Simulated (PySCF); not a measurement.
C3H6OS, SMILES C[C@@H]1OCS1. Atoms are numbered in the order given.

```xyz
11

C     -1.9300     0.3692     0.1314
C     -0.6847    -0.3800    -0.2462
O     -0.0193    -0.9409     0.8704
C      1.2592    -0.3877     0.6827
S      0.7693     0.6481    -0.7512
H     -2.3872     0.8295    -0.7576
H     -1.6962     1.1555     0.8626
H     -2.6592    -0.3284     0.5737
H     -0.8998    -1.1515    -1.0091
H      1.6024     0.1908     1.5574
H      2.0182    -1.1474     0.4224
```
Charge 0, spin multiplicity 1.

The structure is a stationary point at PBE0-D3(BJ)/def2-SVP. The structure was generated by enumeration; whether it is a known compound was not checked.

Method: r2SCAN/def2-TZVP (PySCF).

ESP charges are fitted to the potential on shells at 1.4 to 2.0 van der Waals radii. Atomic charges (e):

```json
[
 {"atom": "C1", "meta-Löwdin": "-0.35", "Mulliken": "-0.31", "Löwdin": "___", "ESP fit": "-0.50"},
 {"atom": "C2", "meta-Löwdin": "0.11", "Mulliken": "0.18", "Löwdin": "___", "ESP fit": "0.56"},
 {"atom": "O3", "meta-Löwdin": "-0.39", "Mulliken": "-0.33", "Löwdin": "0.15", "ESP fit": "-0.45"},
 {"atom": "C4", "meta-Löwdin": "-0.03", "Mulliken": "0.04", "Löwdin": "-0.47", "ESP fit": "0.23"},
 {"atom": "S5", "meta-Löwdin": "-0.04", "Mulliken": "-0.19", "Löwdin": "0.42", "ESP fit": "-0.33"},
 {"atom": "H6", "meta-Löwdin": "0.13", "Mulliken": "0.11", "Löwdin": "___", "ESP fit": "0.14"},
 {"atom": "H7", "meta-Löwdin": "0.13", "Mulliken": "0.11", "Löwdin": "___", "ESP fit": "0.12"},
 {"atom": "H8", "meta-Löwdin": "0.13", "Mulliken": "0.11", "Löwdin": "___", "ESP fit": "0.14"},
 {"atom": "H9", "meta-Löwdin": "0.10", "Mulliken": "0.08", "Löwdin": "0.12", "ESP fit": "-0.03"},
 {"atom": "H10", "meta-Löwdin": "0.12", "Mulliken": "0.10", "Löwdin": "___", "ESP fit": "0.07"},
 {"atom": "H11", "meta-Löwdin": "0.11", "Mulliken": "0.09", "Löwdin": "___", "ESP fit": "0.04"}
]
```

Some entries are withheld; supply them. (The exact figures need the calculation; the answer reports its results.)


- C1, Löwdin: -0.31
- C2, Löwdin: -0.50
- H6, Löwdin: 0.13
- H7, Löwdin: 0.13
- H8, Löwdin: 0.13
- H10, Löwdin: 0.10
- H11, Löwdin: 0.10

Give the Mayer and Wiberg (Löwdin basis) orders of the bonds. (An estimate is asked for; the answer gives what the named calculation found.)


```csv
bond,Mayer,Wiberg
C1–C2,0.98,1.34
C2–O3,0.96,1.44
O3–C4,0.99,1.50
C2–S5,1.01,1.31
C4–S5,1.05,1.38
C1–H6,0.96,0.89
C1–H7,0.97,0.90
C1–H8,0.96,0.89
C2–H9,0.95,0.86
C4–H10,0.95,0.92
C4–H11,0.95,0.92
```
